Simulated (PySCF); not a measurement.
Nd(SH)2 at several levels of theory

Computed with PySCF 2.14.0 (density fitting, no spin-orbit coupling) at the geometry relaxed with PBE0:

```xyz
5
Nd(SH)2 (singlet in the valence; each metal's 4f electrons, 4 of them, lie in its core potential, out of spins and levels)
Nd    0.0000    0.0000   -0.4624
S     2.4148   -0.1441    0.9084
H     3.1621   -0.1971   -0.2206
S    -2.4148    0.1441    0.9084
H    -3.1621    0.1971   -0.2206
```

```csv
level,basis,state,HOMO (eV),gap (eV),charge on Nd1 (e),population of f-type functions on Nd1 (polarisation alone where 4f lies in the core),dipole about the centre of mass (D),largest force component (eV/Å)
PBE0,"Nd lcecp-0-SVP with ECP50, S def2-SVP, H def2-SVP",singlet,–,–,0.72,0.01,8.55,0.00
B3LYP,the same,singlet,–,–,0.65,0.01,8.24,0.20
PBE0,"Nd lcecp-0-TZVP with ECP50, S def2-TZVP, H def2-TZVP",singlet,–,–,1.07,0.02,8.50,0.20
```

In the lcecp rows the 4f levels are missing from HOMO and gap, and the state counts the valence alone.

Charges are Mulliken's, which hang on the basis. The relaxation used the grid (50, 194), these runs (75, 302) or, all-electron (x2c bases, spin-free X2C Hamiltonian), (99, 590).

**Question.** What does PBE with Nd lcecp-0-SVP with ECP50, S def2-SVP, H def2-SVP give here?

**Answer.** state singlet, charge on Nd1 (e) 0.59, population of f-type functions on Nd1 (polarisation alone where 4f lies in the core) 0.01, dipole about the centre of mass (D) 7.96, largest force component (eV/Å) 0.31. Time: 2.5 s on 2 threads of Arm Neoverse V2, on a shared host, from an already converged density.

An lcecp potential fixes the number of 4f electrons, so in runs with it no electron can move into or out of that shell; real Nd(II) is rare or takes another configuration.
